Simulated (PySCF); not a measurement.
Species: C6H13P.
Cartesian coordinates in Å at the GFN2-xTB level; atoms count from 1:
```
atom  x, y, z in Å
C1    -2.5420   -0.0943    0.3128
C2    -1.0988    0.3521    0.0914
C3    -0.4028   -0.5178   -0.9532
C4     1.0134   -0.0482   -1.2729
C5     1.9374   -0.1638   -0.0650
C6     1.4953    0.7375    1.0812
P7    -0.2042    0.3686    1.7337
H8    -2.5722   -1.1215    0.6734
H9    -3.0259    0.5401    1.0530
H10   -3.1082   -0.0380   -0.6157
H11   -1.1040    1.3938   -0.2580
H12   -0.3683   -1.5518   -0.5979
H13   -0.9995   -0.5063   -1.8703
H14    1.4140   -0.6511   -2.0914
H15    0.9841    0.9914   -1.6087
H16    1.9578   -1.2029    0.2751
H17    2.9550    0.1085   -0.3591
H18    1.4957    1.7853    0.7633
H19    2.1893    0.6531    1.9227
H20   -0.0214   -1.0239    1.7824
```

Theory: TDDFT wB97X-D/def2-SVPD, vertical, gas phase, core orbitals frozen in the response (PySCF 2.14.0, density-fitted response routines).

Ground-to-excited transition dipoles (e·a0, same axes as the geometry; the sign carries no meaning), for the states with f of 0.002 or more among the lowest 7:

| state | E (eV) | μx | μy | μz |
| --- | --- | --- | --- | --- |
| S1 | 6.533 | -0.541 | -0.212 | -0.249 |
| S2 | 6.664 | 0.261 | -0.510 | 0.099 |
| S3 | 7.357 | -0.238 | 0.022 | 0.801 |
| S4 | 7.409 | -0.042 | 0.036 | 0.095 |
| S5 | 7.914 | 0.088 | 0.170 | 0.409 |
| S6 | 8.031 | -0.379 | 0.044 | 0.148 |
| S7 | 8.232 | 0.558 | 0.148 | 0.076 |

(1) What oscillator strength does each state have?

(2) What angle do the transition dipoles of S5 and S6 make?

(3) What peak molar absorption coefficient would the strongest computed level give as a lone Gaussian band 0.3 eV wide at half height?

Answers

(1) f = (2/3) ΔE |μ|² with ΔE in hartree (27.2114 eV).

```json
{"state": "S1", "|μ|² (au)": "0.399", "|μ| (D)": "1.61", "f": "0.064"}
{"state": "S2", "|μ|² (au)": "0.338", "|μ| (D)": "1.48", "f": "0.055"}
{"state": "S3", "|μ|² (au)": "0.699", "|μ| (D)": "2.12", "f": "0.126"}
{"state": "S4", "|μ|² (au)": "0.012", "|μ| (D)": "0.28", "f": "0.002"}
{"state": "S5", "|μ|² (au)": "0.204", "|μ| (D)": "1.15", "f": "0.040"}
{"state": "S6", "|μ|² (au)": "0.168", "|μ| (D)": "1.04", "f": "0.033"}
{"state": "S7", "|μ|² (au)": "0.339", "|μ| (D)": "1.48", "f": "0.068"}
```

(2) |cos θ| = |μa·μb| / (|μa| |μb|) = 0.19, so θ ≈ 79° (taken between 0 and 90°, since the signs are arbitrary).

(3) ε(max) = 2.175×10⁸ f / FWHM, with the width in cm⁻¹. S3: 2.175×10⁸ × 0.1259 / 2420 ≈ 11000 L mol⁻¹ cm⁻¹.

One conformer stands for the species.

Without π bonds the low states may be Rydberg-like; a valence basis with one diffuse set may place them up to an eV too high.
